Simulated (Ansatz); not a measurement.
`S[SiH2][SnH3]` + HBr → `[Br][SnH3]` + `[SiH3]S` at 400 K and 1 bar (cleavage of the Sn–Si bond).

Isolated molecules relaxed with PBE0-D4/def2-TZVP in Ansatz; ΔE leaves out vibrations. CCSD(T)/CBS adds triple-zeta CCSD(T) − MP2 to the extrapolated MP2 energy (def2 sets, frozen cores). def2 core potentials past Kr. For Br, Sn outer-core shells are correlated without core-valence functions, which leaves a few kJ/mol of doubt a bond. Scalar relativity is left out up to krypton. One conformer a species, not always the lowest.

| species | CCSD(T)/CBS energy (Eh) | H − E (kJ/mol) | S (J/(mol·K)) |
| --- | --- | --- | --- |
| `S[SiH2][SnH3]` | -904.49431 | 156.6 | 397.1 |
| HBr | -2573.91920 | 27.6 | 207.2 |
| `[Br][SnH3]` | -2789.16986 | 75.3 | 307.1 |
| `[SiH3]S` | -689.27336 | 109.8 | 293.0 |

H − E and S are ideal-gas, rigid-rotor, harmonic terms from PBE0-D4/def2-TZVP, for one conformer and one mirror image of each species. 1 Eh = 2625.50 kJ/mol, R = 8.31446 J/(mol·K).

Question: By hand: ΔE, ΔH, ΔS and ΔG.

Answer: ΔE = (-2789.16986) + (-689.27336) − (-904.49431) − (-2573.91920) = -0.02971 Eh = -78.0 kJ/mol. Δ(H − E) = 75.3 + 109.8 − 156.6 − 27.6 = 0.9, so ΔH = -77.1 kJ/mol. ΔS = 307.1 + 293.0 − 397.1 − 207.2 = -4.2 J/(mol·K). ΔG = -77.1 − 400 × (-4.2)/1000 = -75.4 kJ/mol.

Question: By hand: the equilibrium constant, and the temperature at which ΔG would vanish if ΔH and ΔS stayed fixed.

Answer: log₁₀ K = −ΔG/(RT ln 10) = 9.8. ΔG = 0 at ΔH/ΔS = 18357 K, far beyond where these terms or the molecules hold.

The number of gas molecules stays the same, so ΔS is small and ΔH decides. A doubt of 5 kJ/mol in ΔE shifts log₁₀ K by 0.7 here. Other conformers and mirror images would add mixing entropy, several J/(mol·K) or more a flexible species. These are equilibria of isolated gas molecules and say nothing of rates. Largest T1 diagnostic: 0.013 (customary marks: 0.02 for closed shells, 0.045 for open ones).
